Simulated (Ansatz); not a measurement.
Coupled-cluster diagnostics for Y₂F₆ (the lowest singlet isomer of a short search), Ansatz.

Geometry of the singlet (PBE0-D4/def2-SVP):

```tsv
atom	x (Å)	y (Å)	z (Å)
Y1	-1.5575	0.1064	0.8042
Y2	1.5569	-0.1063	-0.8052
F3	-0.1534	-1.2865	-0.1267
F4	0.1508	1.2872	0.1216
F5	-3.2333	0.4038	-0.2190
F6	1.7165	0.0648	-2.7772
F7	-1.7084	-0.0673	2.7766
F8	3.2282	-0.4020	0.2257
```

In the def2 sets Y takes a core potential; there is no spin–orbit coupling. Correlated methods freeze 6 core orbitals; core or outer-core shells of Y are correlated, in sets that lack core-valence functions. No other spin state of charge 0 was run. The structure comes from a short search, and lower isomers may exist.

**Question.** Estimate the CCSD(T) correlation energy, the shares of MP2 and (T), T1 and the reference's ⟨S²⟩ for: charge 0, singlet, own geometry in def2-SVP; and the rough time on 4 threads of Arm Neoverse V2 on a shared host.

**Answer.** 
| state | basis | correlation (eV) | MP2 share (%) | (T) share (%) | T1 | ⟨S²⟩ (pure) | wall time |
| --- | --- | --- | --- | --- | --- | --- | --- |
| charge 0, singlet, own geometry | def2-SVP | -41.570 | 97.7 | 1.8 | 0.016 | 0.00 (0.00) | 87 s |
Customary marks for T1 are 0.02 (closed shells), 0.045 (open shells) and about 0.05 (3d metals). T1 stays under 0.02 throughout.
